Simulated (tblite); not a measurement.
C₂H₂Cl (SMILES C=[C]Cl), doublet, at a GFN2-xTB geometry; GFN1-xTB (tblite 0.6.0).

Input for tblite:
```
$ tblite run mol.xyz --method gfn1 --charge 0 --spin 1 --guess eeq --json tblite.json --no-restart

# file mol.xyz
5

C      0.10210539     0.67520826     0.00485216
C      1.34731481     1.04507097     0.01187153
Cl    -0.73486159    -0.75123729    -0.00767688
H      2.19266263     0.35806744     0.01041576
H      1.60346329     2.09129104     0.01974902
```

Question: What does tblite print? Leave out banner, timings and long lists.

Answer: 
```
xTB calculator
 | screened Coulomb repulsion
 | Coulomb electrostatics
 |  * isotropic Klopman-Ohno-Mataga-Nishimoto electrostatics
 |  * onsite third-order electrostatics
 | DFT-D3(BJ) dispersion correction

halogen bonding energy    0.0000000000000E+00 Eh
repulsion energy          1.0722261517864E-01 Eh
dispersion energy        -1.1542277815578E-03 Eh
number of electrons       1.7000000000000E+01 e
integral cutoff           1.9731147476801E+01 bohr

------------------------------------------------------------
  cycle        total energy    energy error   density error
------------------------------------------------------------
      1     -9.420166394791  -9.5262348E+00   5.6920826E-01
      2     -9.431889435782  -1.1723041E-02   3.3680962E-01
      3     -9.430969707322   9.1972846E-04   8.6041219E-02
      4     -9.432952355440  -1.9826481E-03   1.1032079E-02
      5     -9.432977703140  -2.5347700E-05   1.1183958E-03
      6     -9.432978123101  -4.1996088E-07   2.3261854E-04
      7     -9.432978146669  -2.3568258E-08   2.6568971E-05
      8     -9.432978146770  -1.0048851E-10   4.5528742E-06
------------------------------------------------------------

electronic energy        -9.5390465341668E+00 Eh
total energy             -9.4329781467697E+00 Eh

Post processing:
 | Mayer-Wiberg bond orders

[Info] JSON dump of results written to 'tblite.json'
```
